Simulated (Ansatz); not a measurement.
Molecule: CH₃F₂Si, net charge 0, doublet state. It need not be the lowest isomer of its formula. 
Geometry from a B3LYP-D3(BJ)/def2-TZVP (Ansatz, an electronic-structure program) optimisation:
```
C
H 1 1.0901
H 1 1.0901 2 109.02
H 1 1.0936 2 109.06 3 -118.98
Si 1 1.8703 2 110.57 3 121.76
F 5 1.6052 1 108.45 2 62.21
F 5 1.6052 6 106.05 1 -116.30
```
Charge 0, spin multiplicity 2.

Basis-set convergence of Hartree-Fock and CCSD correlation energies (hartree) with Ansatz. Correlated levels leave the core frozen unless marked. UHF or UKS for open shells. Spin-orbit coupling is left out. No relativistic terms.

| basis | functions | E(HF) | E(corr, CCSD) |
|---|---|---|---|
| cc-pV(D+d)Z | 80 | -527.53045 | -0.61991 |
| cc-pV(T+d)Z | 171 | (withheld) | (withheld) |

Problem. What belongs in the gaps?

Solution. 
- cc-pV(T+d)Z, E(HF): -527.64286
- cc-pV(T+d)Z, E(corr, CCSD): -0.79429
